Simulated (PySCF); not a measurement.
**Computed properties of ClF3H2Si2, SMILES F[Si](F)(F)[SiH2]Cl**

ClF3H2Si2, SMILES Cl[SiH2][Si](F)(F)F. Geometry: B3LYP-D3(BJ)/def2-SVP. The structure was generated by enumeration, and PubChem lists no compound with its InChIKey, so it may never have been made. The values are those of a single conformer. All values are computed for the isolated molecule unless a solvent is named; none is compared with measurement here.

**Structure.** The optimised structure has Cs symmetry. All 18 harmonic modes at B3LYP-D3(BJ)/def2-SVP (PySCF) are real, so it is a minimum. With heavy atoms numbered as in [Si:1]([F:2])([F:3])([F:4])[SiH2:5][Cl:6], the shortest bond between them is Si1–F3 at 1.609 Å and the longest Si1–Si5 at 2.331 Å.

**Vibrations.** The strongest infrared lines (harmonic, unscaled, degenerate partners summed) lie at 805 cm⁻¹ (333 km/mol, H 55 %, F 30 %, Si 15 %), 967 cm⁻¹ (158 km/mol, F 50 %, Si 48 %), 972 cm⁻¹ (137 km/mol, F 51 %, Si 49 %). The softest mode is at 35 cm⁻¹ and the zero-point energy is 18.0 kcal/mol.

**Electronic structure.** r2SCAN/def2-TZVP (PySCF) places the frontier levels at -8.08 and -1.88 eV, a gap of 6.20 eV, and gives a dipole moment of 1.94 D and a mean polarisability of 59.8 bohr³. PBE/def2-TZVP (PySCF) at the same geometry gives -7.75 and -2.15 eV, so its gap is 0.60 eV narrower. An orbital gap is neither the optical nor the fundamental gap.

**Excitations.** TDDFT-PBE0/def2-SVPD (PySCF) has S1 at 6.40 eV (194 nm, f = 0.016, weak); the most intense of the 10 singlets computed lies at 7.91 eV (f = 0.09). T1 (TDA) is at 5.73 eV. TDDFT-PBE/def2-SVPD (PySCF) puts S1 at 5.85 eV. No vertical singlet excitation falls in the visible range (under 3.1 eV).

**NMR.** GIAO shifts at PBE0/pcSseg-1 (PySCF) (non-relativistic, atoms alike by connectivity averaged): ¹H at 5.3 ppm against TMS; ²⁹Si from -48.8 to -34.7 ppm against TMS; ¹⁹F at -131.8 ppm against CFCl3. Without spin–orbit terms, shifts of atoms bonded to Cl or Br come out too high.
